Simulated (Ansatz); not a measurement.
`[F][Al]1[CH]=[C]1[SiH3]` + `O[BH][AlH2]` → `[AlH2][BH]O[SiH3]` + `[F][Al]1[CH]=[CH]1`  (ligand exchange at the Si–C bond)

Program: Ansatz. Geometries: PBE0-D4/def2-TZVP. ΔE: electronic, gas phase. CBS: MP2 limit from def2 TZ/QZ plus the TZ coupled-cluster correction, frozen cores. DFT in def2-TZVPP. One conformer a species, not always the lowest.

```
             level  ΔE (kJ/mol)
            PBE-D4        -53.1
           BLYP-D4        -64.4
            B2PLYP        -70.6
           r2SCAN0        -67.5
             BHLYP        -77.4
           LC-ωPBE        -64.5
RPA@PBE/def2-TZVPP        -69.2
CCSD(T)/def2-TZVPP        -67.9
```

(1) What does CCSD(T)/CBS give? (An estimate is asked.)

Largest T1 diagnostic among the species: 0.014.

## Answers

(1) Computed: -68.2 kJ/mol. The listed levels differ from it by 15.1, 3.8, -2.4, 0.7, -9.2, 3.7, -1.0, 0.3 kJ/mol.

Leaving LDA and LC-ωPBE aside and taking each functional with its dispersion term where it has one, the values, not all of them listed here, spread over 22.3 kJ/mol, from BHLYP-D4 to revPBE-D4. At CCSD(T), def2-SVP lies +11.2 kJ/mol from the extrapolated value and def2-TZVPP +0.3 kJ/mol.
